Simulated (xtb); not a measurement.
C3H5FOSi, SMILES F[SiH2]C1=COC1. All values are semi-empirical tight-binding results from xtb (GFN2-xTB unless named), good for trends rather than for accurate numbers. The structure is a stationary point at GFN2-xTB. The structure was generated by enumeration, and PubChem lists no compound with its InChIKey, so it may never have been made. One conformer was computed; it need not be the lowest.

```
Item                                                   Value
---------------------------------------------  -------------
point group as xtb finds it                               Cs
orbital gap                                          4.19 eV
dipole moment                                         2.14 D
zero-point energy                              44.6 kcal/mol
G − E(el) at 298.15 K (modified RRHO)          24.9 kcal/mol
static polarisability (D4 model)                  66.9 bohr³
solvation energy, GFN2-xTB/ALPB(water)         -0.6 kcal/mol
solvation energy, GFN2-xTB/ALPB(acetonitrile)  -3.6 kcal/mol
```
